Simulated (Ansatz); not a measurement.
Species: C$_{2}$H$_{5}$NO, SMILES `CNC=O` (C–N–C–O torsion 0°) (charge 0, multiplicity 1), formula C2H5NO.

How many basis functions does frozen-core CCSD(T)/cc-pVTZ // B3LYP-D3(BJ)/def2-TZVP (Ansatz, a first-principles code) use, how many core orbitals are frozen, and how many electrons are correlated?

190 basis functions and 4 frozen orbitals, which leaves 24 correlated electrons. Core time is of the order of minutes.
